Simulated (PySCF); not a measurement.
Core-level binding energies of `C=C[CH2][GeH3]`

Species: C3H8Ge.
Geometry (PBE0-D3(BJ)/def2-SVP, Å), atoms numbered from 1 in this order:
```
atom  x, y, z in Å
C1     2.1460    0.2624    0.0089
C2     1.1041   -0.1957    0.7080
C3    -0.0236   -1.0002    0.1601
Ge4   -1.6849    0.0547    0.0381
H5     2.9248    0.8699    0.4764
H6     2.2578    0.0447   -1.0584
H7     1.0404    0.0558    1.7749
H8     0.2064   -1.3817   -0.8471
H9    -0.2446   -1.8678    0.8036
H10   -2.8411   -0.8345   -0.4615
H11   -1.4824    1.2283   -0.9370
H12   -2.0483    0.6134    1.4276
```

Method used: delta-SCF UKS SCAN, pcX-2 on the ionised atom, pcseg-1 elsewhere, spin-free X2C (PySCF 2.14.0). Each binding energy is the total energy of the core-ionised species, with the hole localised on one atom, minus that of the ground state; both are solved self-consistently, so orbital relaxation is included.

Task: Give the core binding energies atom by atom.

Result: 
```csv
atom(s),environment,level,binding energy (eV),above the level's lowest (eV),count
C1,terminal =CH2 carbon,C 1s,289.93,0.00,1
C3,sp3 carbon bound to germanium,C 1s,290.48,+0.55,1
C2,alkene CH carbon,C 1s,290.61,+0.68,1
```

The listed C 1s values span 0.68 eV, from C1 (bonded to C (double bond) and 2 H) to C2 (bonded to C (double bond), C and H). Summing the Pauling electronegativity differences to the bonded atoms, each weighted by its formal bond order, gives -0.70 for the lowest site and -0.35 for the highest; no listed site has a larger sum than the highest. The smallest sum, -1.24, belongs to C3, 0.55 eV above the lowest.

Task: Which photon energy gives electrons from C 1s of C2 a kinetic energy of 20 eV, and what is their de Broglie wavelength?

Result: hν = 290.61 + 20 = 310.61 eV, recoil neglected; λ = 12.264 Å/√(E/eV) = 2.74 Å.

Task: Express the binding energy of C 1s of C2 in atomic units and per mole.

Result: 290.61 eV = 10.6797 Eh = 28040 kJ/mol.

No level of germanium is listed. The structure is a single PBE0-D3(BJ)/def2-SVP conformer in the gas phase; no vibrational or solvent corrections.
